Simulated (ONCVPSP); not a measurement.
# Reading a pseudo-wave (N (Z = 7))

Columns: radius, all-electron u(r) and pseudo u(r) of the 2s shell (level -18.42 eV) of nitrogen in the configuration [He] 2s2 2p3; LDA (Perdew-Zunger), scalar-relativistic, ONCV scheme, ONCVPSP 4.0.1.

| r (bohr) | all-electron | pseudo |
| --- | --- | --- |
| 0.116 | -0.3888 | 0.0927 |
| 0.232 | -0.2259 | 0.1948 |
| 0.348 | 0.0740 | 0.3189 |
| 0.464 | 0.3605 | 0.4575 |
| 0.580 | 0.5854 | 0.5972 |
| 0.696 | 0.7413 | 0.7304 |
| 0.812 | 0.8357 | 0.8318 |
| 0.928 | 0.8809 | 0.8808 |
| 1.044 | 0.8890 | 0.8890 |
| 1.160 | 0.8709 | 0.8709 |
| 1.276 | 0.8352 | 0.8351 |
| 1.392 | 0.7882 | 0.7882 |
| 1.508 | 0.7349 | 0.7349 |
| 1.624 | 0.6788 | 0.6788 |
| 1.740 | 0.6223 | 0.6223 |
| 1.856 | 0.5670 | 0.5670 |
| 1.972 | 0.5141 | 0.5141 |
| 2.088 | 0.4642 | 0.4642 |
| 2.204 | 0.4177 | 0.4177 |
| 2.320 | 0.3747 | 0.3747 |
| 2.436 | 0.3353 | 0.3353 |
| 2.552 | 0.2994 | 0.2994 |
| 2.668 | 0.2668 | 0.2668 |
| 2.784 | 0.2374 | 0.2373 |
| 2.900 | 0.2108 | 0.2108 |
| 3.016 | 0.1870 | 0.1870 |

How many radial nodes do the two functions have?

The all-electron 2s function has n − l − 1 = 1; the pseudo-wave has 0, since the states of the same l below it are removed with the core.

At about which radius was the pseudo-wave matched?

0.98 bohr, where the columns begin to agree (steps of 0.12 bohr).

Where does each function peak?

Outermost all-electron maximum near 1.04 bohr, pseudo maximum near 1.04 bohr (to the table’s step).

Is the pseudo-wave norm-conserving?

Yes: the ONCV scheme keeps the norm inside the radius equal to the all-electron one, which fixes the energy derivative of the logarithmic derivative at the level.
